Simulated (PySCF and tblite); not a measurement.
The numbers below are computed, except where a source is named.
System: C₃H₇ClO₂Si₂, numbered as in [O:1]=[C:2]([SiH3:3])/[C:4]([Cl:5])=[C:6](\[OH:7])[SiH3:8].

Motion: rotation about the C6–O7 bond (torsion C4–C6–O7–H from 0° to 180°, rising). GFN2-xTB gives an electronic barrier of 16.6 kcal/mol and a reaction energy of 11.4 kcal/mol.

Problem. What does PBE0/pcSseg-1 + D3(BJ), IEF-PCM methanol give on GFN2-xTB geometries?

Solution. A barrier of 15.8 kcal/mol, 0.8 below the tight-binding barrier (from unrounded values), a reaction energy of 9.2 kcal/mol and, with GFN2-xTB thermal terms, ΔG‡(298 K) = 14.8 kcal/mol and k = 179 s⁻¹ (2 equivalent paths).

Programs: tblite and PySCF.
